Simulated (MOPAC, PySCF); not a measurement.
H$_{2}$Cl$_{2}$Si$_{2}$, SMILES `Cl/[SiH]=[SiH]/Cl`, neutral singlet in the gas phase. 

Z-matrix (Å, degrees):
```
Si
H 1 1.4872
Cl 1 2.0543 2 107.68
Si 1 2.2133 2 116.70 3 130.98
H 4 1.4872 1 116.70 2 180.00
Cl 4 2.0543 5 107.68 1 130.98
```
Charge 0, multiplicity 1.

All levels are single points at this geometry (PBE0-D3(BJ)/def2-TZVP); Pople sets use spherical d functions. Orbital energies aren't observables, and empty levels follow the basis.

ωB97X-D3(BJ)/def2-TZVP in PySCF gives HOMO (eV) = -8.33.

Q: Estimate the HOMO (eV) from each of these levels: PBE-D3(BJ)/def2-TZVP in PySCF; B3LYP/6-311+G** in PySCF; B3LYP/6-31G* in PySCF; M06-2X/6-31G* in PySCF; PBE/6-31G* in PySCF; SVWN5/6-31G* in PySCF; HF/3-21G in PySCF; HF/6-31G* in PySCF; HF/STO-3G in PySCF; AM1 in MOPAC; PM3 in MOPAC; PM6 in MOPAC.

A: 
```csv
level,HOMO (eV)
PBE-D3(BJ)/def2-TZVP in PySCF,-5.51
B3LYP/6-311+G** in PySCF,-6.32
B3LYP/6-31G* in PySCF,-6.22
M06-2X/6-31G* in PySCF,-7.26
PBE/6-31G* in PySCF,-5.56
SVWN5/6-31G* in PySCF,-5.64
HF/3-21G in PySCF,-8.60
HF/6-31G* in PySCF,-8.15
HF/STO-3G in PySCF,-5.63
AM1 in MOPAC,-8.52
PM3 in MOPAC,-8.07
PM6 in MOPAC,-7.33
```
